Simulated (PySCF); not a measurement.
# EuH2: from structure and modes to constants

All numbers come from UPBE0/[Eu def2-TZVP with ECP28, H def2-TZVP], scalar-relativistic core potentials, density fitting, no spin–orbit coupling, PySCF.

The octet minimum has C2v symmetry. Masses (u): Eu 152.92123, H 1.00782.

```xyz
3
charge 0 multiplicity 8, angstrom
Eu    0.0000    0.0000   -0.0148
H     1.7968    0.0000    1.1255
H    -1.7968    0.0000    1.1255
```

Harmonic wavenumbers (cm⁻¹): 405.7 (a1, ×1), 1207.2 (b2, ×1), 1254.6 (a1, ×1).

Task: Find the principal moments of inertia and the rotational constants. What kind of rotor is it?

Result: About the centre of mass I = 2.5868, 6.5078, 9.0946 u Å². With B = 16.8576/I this gives 6.517, 2.59, 1.854 cm⁻¹. The molecule is an asymmetric top with κ = -0.68.

Task: What is the harmonic zero-point energy?

Result: Half the sum of all 3 wavenumbers, 2868/2 = 1434 cm⁻¹, which is 17.2 kJ/mol (1 cm⁻¹ = 0.0119627 kJ/mol).

Task: Find the vibrational entropy and heat capacity at 298.15 K.

Result: With u = 1.43878 ω/T, each mode gives S = R[u/(eᵘ−1) − ln(1−e⁻ᵘ)] and C = R u² eᵘ/(eᵘ−1)².
```
ω (cm⁻¹)      u  S (J/(mol K))  C (J/(mol K))
   405.7  1.958           3.94           6.10
  1207.2  5.826           0.17           0.84
  1254.6  6.054           0.14           0.72
```
The sums over all modes are S = 4.2 and C = 7.7 J/(mol K); the softest mode gives 93 % of the entropy.

Task: Give the standard entropy (298.15 K, 1 bar) by its translational, rotational, vibrational and spin parts, and Cp.

Result: Sackur–Tetrode with M = 154.94 u gives 171.8; rotation with symmetry number 2 gives 63.7; vibration 4.2; spin R ln 8 = 17.3. The total is 257.0 J/(mol K), and Cp = 4 R + 7.7 = 40.9 J/(mol K).

Only a few start shapes were tried, so a lower isomer may exist. With open d or f shells other occupations or spin states may lie lower. The pruned grid is coarse for the open f shell: energies are uncertain by about 2 kJ/mol and soft modes are noisy. With an element this heavy the missing spin–orbit coupling can shift these numbers.
